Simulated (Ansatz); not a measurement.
`C#[C][GeH2][Cl]` + CH₃NH₂ → `C[NH][GeH2][Cl]` + `C#C` at 400 K and 1 bar (ligand exchange at a Ge–C bond).

Isolated molecules relaxed with PBE0-D4/def2-TZVP in Ansatz; ΔE leaves out vibrations. CBS: MP2 limit from def2 TZ/QZ plus the TZ coupled-cluster correction, frozen cores. This one scheme is used for every species. For Ge outer-core shells are correlated without core-valence functions, which leaves a few kJ/mol of doubt a bond. Scalar relativity is left out up to krypton. Each species was taken in one conformer, which may not be the lowest.

```tsv
species	CCSD(T)/CBS energy (Eh)	H − E (kJ/mol)	S (J/(mol·K))
`C#[C][GeH2][Cl]`	-2613.77047	122.2	352.2
CH₃NH₂	-95.75281	185.4	256.0
`C[NH][GeH2][Cl]`	-2632.29815	219.2	373.8
`C#C`	-77.22717	85.5	213.8
```

H − E and S are ideal-gas, rigid-rotor, harmonic terms from PBE0-D4/def2-TZVP, for one conformer and one mirror image of each species. 1 Eh = 2625.50 kJ/mol, R = 8.31446 J/(mol·K).

**Question.** By hand: ΔE, ΔH, ΔS and ΔG.

**Answer.** ΔE = (-2632.29815) + (-77.22717) − (-2613.77047) − (-95.75281) = -0.00204 Eh = -5.4 kJ/mol. Δ(H − E) = 219.2 + 85.5 − 122.2 − 185.4 = -2.9, so ΔH = -8.3 kJ/mol. ΔS = 373.8 + 213.8 − 352.2 − 256.0 = -20.6 J/(mol·K). ΔG = -8.3 − 400 × (-20.6)/1000 = -0.1 kJ/mol.

**Question.** By hand: the equilibrium constant, and the temperature at which ΔG would vanish if ΔH and ΔS stayed fixed.

**Answer.** log₁₀ K = −ΔG/(RT ln 10) = 0.0. ΔG = 0 at ΔH/ΔS = 403 K, though so small a ΔH makes that figure unsure.

TΔS isn't small against ΔH here. The sign of ΔG lies within the doubt. A doubt of 5 kJ/mol in ΔE shifts log₁₀ K by 0.7 here. Other conformers and mirror images would add mixing entropy, several J/(mol·K) or more a flexible species. These are equilibria of isolated gas molecules and say nothing of rates. Largest T1 diagnostic: 0.013 (customary marks: 0.02 for closed shells, 0.045 for open ones).
